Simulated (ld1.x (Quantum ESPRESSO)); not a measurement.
**C, TM: configuration errors across variants**

- Element: carbon
- Generator: ld1.x (Quantum ESPRESSO) 7.5
- Type: norm-conserving Troullier–Martins (Kleinman–Bylander form)
- Functional: LDA (PZ)
- Relativity: non-relativistic
- Frozen core: [He]
- Valence charge: 4
- Reference configuration: 2s2 2p2
- Partial waves: 2s (bound): rc 0.80 bohr; 2p (bound): rc 2.90 bohr
- Local potential: all-electron potential smoothed inside 1.15 bohr (lloc = -1)
- Core correction: none

All-electron excitation energies from the reference (eV): (1) 2s2 2p1 10.992; (2) 2s2 2p0 35.254; (3) 2s1 2p0 83.203; (4) 2s2 2p2.3 -1.200; (5) 2s0 2p4 16.487; (6) 2s1 2p3 8.227; (7) 2s2 2p1.5 4.030; (8) 2s2 2p2 spin -1.129; (9) 2s2 2p1 spin 10.595.

Spin tests fill each open shell by Hund’s rule, majority spin first.

1 further variants failed, have other tests or another functional or relativity, and are left out.

Errors AE − PS in meV (a dash: test not solved or not reliable):

| change | (1) | (2) | (3) | (4) | (5) | (6) | (7) | (8) | (9) | bound ghosts |
| --- | --- | --- | --- | --- | --- | --- | --- | --- | --- | --- |
| base | +122 | +1005 | +1990 | +2.0 | -61 | -17 | +19 | +29 | +122 | none |
| local potential all-electron potential smoothed inside 1.45 bohr (lloc = -1) | +122 | +1001 | +1983 | +2.0 | -61 | -17 | +18 | +29 | +121 | none |
| wave 2s (bound): rc 0.80 bohr becomes 2s (bound): rc 0.56 bohr | +126 | +1031 | +1996 | +2.1 | +98 | +5.9 | +19 | +35 | +128 | not determined |
| wave 2p (bound): rc 2.90 bohr becomes 2p (bound): rc 2.44 bohr | +63 | +575 | +1195 | +0.8 | +4.9 | -0.1 | +9.0 | +68 | +84 | none |
| all radii scaled by about 1.28 (s 1.02, p 3.70 bohr); local potential all-electron potential smoothed inside 1.46 bohr (lloc = -1) | +290 | +2051 | +3922 | +6.6 | -286 | -74 | +49 | -45 | +254 | none |
| local potential all-electron potential smoothed inside 3.14 bohr (lloc = -1) | +110 | +988 | +1974 | +0.9 | -64 | -18 | +15 | +28 | +108 | none |

Q: Give the same row for: core correction a·sin(br)/r model core inside 0.76 bohr.

A: +121, +995, +1918, +2.0, -79, -21, +18, +6.7, +112; bound ghosts: none.
